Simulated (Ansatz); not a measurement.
Start from `NBCN` and change one atom or group to get `CCBCN`.

Ansatz, PBE0-D4/def2-TZVP geometries, multiplicity 1. Each molecule was computed in one conformer, which needn't be the lowest.

```tsv
property	`NBCN`
LUMO energy (PBE0/def2-TZVPP) / eV	0.47
HOMO–LUMO gap (ωB97M-V/def2-TZVPP) / eV	11.15
HOMO energy (B3LYP/def2-TZVPP) / eV	-6.28
size of the dipole moment (PBE/def2-TZVPP) / D	2.49
LUMO energy (ωB97M-V/def2-TZVPP) / eV	2.22
LUMO energy (PBE/def2-TZVPP) / eV	-0.49
```

**Question.** Give the same properties after the change, and the shifts. (Estimate.)

**Answer.** Ansatz gave: 
```tsv
property	`CCBCN`	shift
LUMO energy (PBE0/def2-TZVPP) / eV	-0.64	-1.11
HOMO–LUMO gap (ωB97M-V/def2-TZVPP) / eV	10.39	-0.76
HOMO energy (B3LYP/def2-TZVPP) / eV	-6.46	-0.18
size of the dipole moment (PBE/def2-TZVPP) / D	1.33	-1.16
LUMO energy (ωB97M-V/def2-TZVPP) / eV	1.28	-0.94
LUMO energy (PBE/def2-TZVPP) / eV	-1.65	-1.16
```

With PBE0 the HOMO falls by 0.18 eV and the LUMO falls by 1.11 eV, so the gap narrows by about 0.93 eV. PBE moves the HOMO by -0.21 eV and ωB97M-V by -0.18 eV. Dipoles are sizes alone; their direction can turn.

B3LYP here is the variant with VWN-RPA as its local correlation; programs differ in this.
